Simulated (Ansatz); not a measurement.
Geometry optimisation, Ansatz, DFT PBE-D3(BJ), scalar-relativistic, plane waves, PAW.

Input file:

```yaml
crystal:
  lattice:
    - [10.04, 0.0, 0.0]
    - [0.0, 10.04, 0.0]
    - [0.0, 0.0, 10.04]
  atoms:
    - { symbol: Ba, position: [0.0, 0.0, 0.0] }
    - { symbol: Ba, position: [0.5, 0.0, 0.0] }
    - { symbol: Ba, position: [0.0, 0.5, 0.0] }
    - { symbol: Ba, position: [0.0, 0.0, 0.5] }
    - { symbol: Ba, position: [0.25, 0.25, 0.25] }
    - { symbol: Ba, position: [0.5, 0.5, 0.0] }
    - { symbol: Ba, position: [0.5, 0.0, 0.5] }
    - { symbol: Ba, position: [0.75, 0.25, 0.25] }
    - { symbol: Ba, position: [0.0, 0.5, 0.5] }
    - { symbol: Ba, position: [0.25, 0.75, 0.25] }
    - { symbol: Ba, position: [0.25, 0.25, 0.75] }
    - { symbol: Ba, position: [0.5, 0.5, 0.5] }
    - { symbol: Ba, position: [0.75, 0.75, 0.25] }
    - { symbol: Ba, position: [0.75, 0.25, 0.75] }
    - { symbol: Ba, position: [0.25, 0.75, 0.75] }
    - { symbol: Ba, position: [0.75, 0.75, 0.75] }
    - { symbol: H, position: [0.24612289, 0.49673565, 0.12613762] }
basis:
  ecutwfc: 420.0
kpoints:
  mp_grid: { grid: [2, 2, 2] }
hamiltonian:
  xc: pbe
  dispersion: d3bj
scf:
  occupations: { method: fermi_dirac, width: 0.05 }
  lower_state_search: "off"
relax:
  f_tol: 0.03
  max_steps: 60
  adjacent_minimum: "off"
output:
  write_density: true
  write_potential: true
  elf: true
  volumetric_format: npy
```

Command:

```bash
$ ansatz run input.yaml --threads 4 --pin off --max-ram 10240MiB --backend cpu --events-out ev --progress --plain --runs-dir out
```

Problem. Where does it end, and by what steps?

Solution. The run converged. Limits of this set-up: coarse k mesh, odd electron count without spin, a small cell, in which the defect meets its images, a typed lattice constant that wasn't relaxed here. After 3 steps the energy has fallen by 0.151 eV; Ba6 moved furthest, 0.20 Å.

```csv
step,energy less start (eV),largest force component (eV/Å),accepted
0,0.0000,0.349,yes
1,-0.1100,0.168,yes
2,-0.1426,0.044,yes
3,-0.1510,0.004,yes
```

```xyz
17
Lattice="10.0400 0.0000 0.0000 0.0000 10.0400 0.0000 0.0000 0.0000 10.0400" Properties=species:S:1:pos:R:3
Ba 0.070 -0.002 0.042
Ba 4.946 -0.002 0.042
Ba 0.197 5.018 -0.007
Ba -0.067 -0.002 4.949
Ba 2.508 2.705 2.519
Ba 4.818 5.018 -0.007
Ba 5.082 -0.002 4.949
Ba 7.528 2.580 2.468
Ba -0.078 5.018 5.139
Ba 2.508 7.330 2.519
Ba 2.508 2.432 7.412
Ba 5.094 5.018 5.139
Ba 7.528 7.456 2.468
Ba 7.528 2.445 7.603
Ba 2.508 7.605 7.412
Ba 7.528 7.591 7.602
H 2.507 5.018 1.258
```

Whether the end is a true minimum wasn't checked by a vibrational analysis.

Time of the run: 42 s on 4 threads of Intel(R) Xeon(R) Platinum 8488C (Sapphire Rapids) (shared host), peak memory 2.8 GiB.
